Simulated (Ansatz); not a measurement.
The cluster ZrSi₆⁻, relaxed as a doublet with UKS B3LYP-D4/def2-SVPD in Ansatz, starting from the GFN1-xTB geometry. Force threshold 0.02 eV/Å.

In the def2 sets Zr takes a core potential; there is no spin–orbit coupling. The structure comes from a short search, and lower isomers may exist.

Start:

```xyz
7

Zr   -1.3617    0.9824    0.1097
Si    1.2611   -0.9089   -0.1001
Si    1.2334    1.6477    0.1454
Si    0.3714    0.6876   -1.9116
Si    0.4118    0.3149    1.9997
Si   -0.9437   -1.4781    1.0858
Si   -0.9723   -1.2458   -1.3290
```

| step | energy (eV) | largest force component (eV/Å) | SCF passes |
| --- | --- | --- | --- |
| 1 | -48534.7097 | 1.470 | 44 |
| 2 | -48534.9569 | 0.830 | 36 |
| 3 | -48535.0480 | 0.648 | 31 |
| 4 (rejected) | -48534.9883 | 1.636 | 34 |
| 5 | -48535.1166 | 0.439 | 29 |
| 6 | -48535.1432 | 0.205 | 28 |
| 7 (rejected) | -48535.1332 | 0.236 | 31 |
| 8 | -48535.1527 | 0.053 | 28 |
| 9 | -48535.1539 | 0.040 | 29 |
| 10 | -48535.1544 | 0.021 | 24 |
| 11 (rejected) | -48535.1544 | 0.034 | 23 |
| 12 | -48535.1545 | 0.007 | 24 |

Force components are those of the run's own axes.

End:

```tsv
atom	x (Å)	y (Å)	z (Å)
Zr1	-1.242	1.132	0.262
Si2	1.325	-0.857	-0.037
Si3	1.259	1.729	0.021
Si4	0.258	0.666	-1.997
Si5	0.338	0.225	2.099
Si6	-1.067	-1.519	1.027
Si7	-0.871	-1.377	-1.375
```

By distances, no bond broke or formed. The bond that changes most is Zr1–Si7, from 2.68 to 3.02 Å (atoms count from 1).

No frequencies were taken in this run, so the end may be a saddle point.

Hardware: 4 threads of Arm Neoverse V1 on a shared host. Wall time 2.1 min, peak host memory 0.99 GiB.
